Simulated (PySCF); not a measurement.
C4H9FSi, SMILES CC/C=C(\F)[SiH3].

Coordinates come from a PBE0-D3(BJ)/def2-SVP optimisation. The structure was generated by enumeration; whether it is a known compound was not checked. The values are those of a single conformer.

Two levels are set side by side: PBE/def2-TZVP (PySCF) and r2SCAN/def2-TZVP (PySCF). Same geometry, gas phase. Differences are taken from unrounded values.

| quantity | r2SCAN | PBE | PBE minus r2SCAN |
|---|---|---|---|
| orbital gap (eV) | 5.39 | 4.98 | -0.41 |
| highest occupied level (eV) | -6.33 | -6.12 | 0.21 |
| lowest empty level (eV) | -0.94 | -1.14 | -0.19 |
| dipole moment (D) | 1.42 | 1.35 | -0.06 |
| mean polarisability (bohr³) | 79.7 | 81.7 | 2.0 |

Rough cost on one machine, each run with all the roots and properties that it gave: r2SCAN against PBE about 3 times.
